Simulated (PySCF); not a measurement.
C2H6FNSi, SMILES CN(C)[Si]F (connectivity only; charge and spin as stated), neutral, multiplicity 1. Atoms are numbered in the order given.

```xyz
11

Si    -0.8285     0.8905     0.0000
F      0.4830     1.9232     0.0000
N      0.0263    -0.6361     0.0000
C     -0.7413    -1.8699     0.0000
C      1.4687    -0.8145     0.0000
H     -0.5199    -2.4903    -0.8984
H     -0.5199    -2.4903     0.8984
H     -1.8288    -1.6433     0.0000
H      1.8037    -1.3833     0.8974
H      1.8037    -1.3833    -0.8974
H      1.9644     0.1740     0.0000
```
Charge 0, spin multiplicity 1.

Coordinates come from a PBE-D3(BJ)/def2-SVP optimisation. Other conformers were not sampled.

All values below come from PBE/def2-TZVP (PySCF).

Symmetry labels are those of the subgroup Cs that the program uses (full group Cs).

Computed valence orbital energies around the gap with their symmetry:
| orbital | symmetry | energy (eV) |
|---|---|---|
| HOMO−7 | A" | -11.32 |
| HOMO−6 | A" | -9.77 |
| HOMO−5 | A" | -9.65 |
| HOMO−4 | A' | -9.58 |
| HOMO−3 | A' | -9.10 |
| HOMO−2 | A' | -9.02 |
| HOMO−1 | A' | -6.05 |
| HOMO | A" | -5.98 |
| LUMO | A" | -2.03 |
| LUMO+1 | A' | -0.37 |
| LUMO+2 | A' | 0.39 |
| LUMO+3 | A' | 1.08 |
